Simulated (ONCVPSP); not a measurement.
# cobalt: one change to an ONCV potential, before and after

| Item | Value |
| --- | --- |
| Element | Co |
| Generator | ONCVPSP 4.0.1 |
| Type | optimised norm-conserving Vanderbilt (ONCV) |
| Functional | PBE |
| Relativity | scalar-relativistic |
| Frozen core | [Ne] 3s2 |
| Valence charge | 15 |
| Reference configuration | 3p6 3d7 4s2 |
| Partial waves | 4s: rc 2.10 bohr, ncon 5, nbas 9, qcut 2.7 1/bohr, 2 projectors, debl 0.4 Ha; 3p: rc 1.05 bohr, ncon 4, nbas 7, qcut 10.2 1/bohr, 2 projectors, debl 1.8 Ha; 3d: rc 1.30 bohr, ncon 4, nbas 8, qcut 11.2 1/bohr, 1 projector |
| Local potential | polynomial inside 0.90 bohr (lpopt 5, dvloc0 4 Ha) |
| Core correction | Teter function, fcfact 5.5, rcfact 1.05 |

In the p channel the program set the typed energies aside and used -2.412, 0.250 Ha.

All-electron outer shells of the reference configuration (PBE, scalar-relativistic, ld1.x):

| shell | level (eV) | outermost node (bohr) | outermost maximum (bohr) |
| --- | --- | --- | --- |
| 3s | -102.40 | 0.31 | 0.66 |
| 3p | -65.64 | 0.28 | 0.68 |
| 3d | -8.20 | – | 0.66 |
| 4s | -5.47 | 0.96 | 2.32 |

Change: d: rc 0.96.

Cutoffs: the cutoffs (Ha) at which the residual kinetic energy of the hardest occupied pseudo-wave falls to 1 and 0.1 mHa per electron; they do not see the model core or the augmentation charge, which bear on the density cutoff. Errors are all-electron minus pseudo energies relative to the spin-unpolarised reference configuration.

Question: Predict the effect on cutoff, ghosts and configuration errors.

Answer: The potential gets harder (53 Ha and 59 Ha → 214 Ha and 264 Ha); both files keep a bound ghost (s); of the 4 tests that both files solve, the error grows in 2 and shrinks in 0 by more than 15 % and 0.3 meV (median size 32.5 → 37.7 meV). A smaller radius makes the pseudo-wave follow the all-electron one further in, where it bends more sharply, so more plane waves are needed.

```tsv
quantity	base	changed
cutoff, loose	53 Ha	214 Ha
cutoff, tight	59 Ha	264 Ha
loose cutoff by channel	s 6.5 Ha, p 37 Ha, d 53 Ha	s 6.5 Ha, p 37 Ha, d 214 Ha
bound ghosts	s	s
GHOST(+) flags under 300 eV	none	none
error for 3p6 3d7 4s1, meV [ΔE 9.03 eV]	-4.9	-5.9
error for 3p6 3d7 4s0, meV [ΔE 25.82 eV]	-20	-27
error for 3p6 3d6 4s0, meV [ΔE 61.69 eV]	+92	+97
error for 3p6 3d8 4s1, meV [ΔE -1.20 eV]	-45	-49
s: phases at 2.13 bohr within 0.05 rad from the reference energy up to (Ha; the scan ends near 5)	2.9	2.9
p: phases at 1.06 bohr within 0.05 rad from the reference energy up to (Ha; the scan ends near 5)	to the end of the scan	to the end of the scan
rms error of d²Exc/dni dnj with the model core, mHa	3.48	3.72
```

 A true bound ghost makes a file unfit for plane-wave use even where its test errors are small: the radial tests pick states by their node count and pass the ghost by.
